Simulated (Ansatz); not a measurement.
`C=[CH][SnH]([Cl])[Cl]` + HBr → `[Cl][SnH]([Cl])[Br]` + `C=C` at 400 K and 1 bar (ligand exchange at the Sn–C bond).

Computed with Ansatz on PBE0-D4/def2-TZVP structures; ΔE is electronic, products minus reactants. CCSD(T)/CBS adds triple-zeta CCSD(T) − MP2 to the extrapolated MP2 energy (def2 sets, frozen cores). This one scheme is used for every species. def2 core potentials past Kr. For Br, Sn outer-core shells are correlated without core-valence functions, which leaves a few kJ/mol of doubt a bond. Scalar relativity is left out up to krypton. Each species was taken in one conformer, which may not be the lowest.

```json
{"species": "`C=[CH][SnH]([Cl])[Cl]`", "CCSD(T)/CBS energy (Eh)": "-1212.15837", "H − E (kJ/mol)": "169.7", "S (J/(mol·K))": "416.7"}
{"species": "HBr", "CCSD(T)/CBS energy (Eh)": "-2573.91920", "H − E (kJ/mol)": "27.6", "S (J/(mol·K))": "207.2"}
{"species": "`[Cl][SnH]([Cl])[Br]`", "CCSD(T)/CBS energy (Eh)": "-3707.63582", "H − E (kJ/mol)": "55.3", "S (J/(mol·K))": "392.6"}
{"species": "`C=C`", "CCSD(T)/CBS energy (Eh)": "-78.48111", "H − E (kJ/mol)": "149.4", "S (J/(mol·K))": "232.7"}
```

H − E and S are ideal-gas, rigid-rotor, harmonic terms from PBE0-D4/def2-TZVP, for one conformer and one mirror image of each species. 1 Eh = 2625.50 kJ/mol, R = 8.31446 J/(mol·K).

Task: By hand: ΔE, ΔH, ΔS and ΔG.

Result: ΔE = (-3707.63582) + (-78.48111) − (-1212.15837) − (-2573.91920) = -0.03936 Eh = -103.3 kJ/mol. Δ(H − E) = 55.3 + 149.4 − 169.7 − 27.6 = 7.4, so ΔH = -95.9 kJ/mol. ΔS = 392.6 + 232.7 − 416.7 − 207.2 = 1.4 J/(mol·K). ΔG = -95.9 − 400 × (1.4)/1000 = -96.5 kJ/mol.

Task: By hand: the equilibrium constant, and the temperature at which ΔG would vanish if ΔH and ΔS stayed fixed.

Result: log₁₀ K = −ΔG/(RT ln 10) = 12.6. ΔH and −TΔS have one sign here, so there is no such temperature. One of them is within its doubt of zero, so this could turn.

The number of gas molecules stays the same, so ΔS is small and ΔH decides. A doubt of 5 kJ/mol in ΔE shifts log₁₀ K by 0.7 here. Other conformers and mirror images would add mixing entropy, several J/(mol·K) or more a flexible species. These are equilibria of isolated gas molecules and say nothing of rates. Largest T1 diagnostic: 0.012 (customary marks: 0.02 for closed shells, 0.045 for open ones).
